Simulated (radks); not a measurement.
Q: The praseodymium ion Pr2+ is in [Xe] 4f(5/2: 3, 7/2: 0). Method: Dirac Kohn-Sham, BLYP, spin-unpolarised, spherical densities, finite nucleus; Fermi nuclear charge, rms radius of each element as measured or else 0.836 A^(1/3) + 0.57 fm; computed with a radial shooting solver on a logarithmic mesh with Libxc functionals. Sub-shells are occupied by j as written (lower j first in brackets). One electron is removed from 5p3/2, 4f5/2, 5p1/2, 5s1/2 in turn, with full relaxation. Which removal costs least, and what does each cost?

A: 4f5/2 21.499 eV; 5p3/2 38.779 eV; 5p1/2 41.796 eV; 5s1/2 57.875 eV. The 4f5/2 electron leaves first.
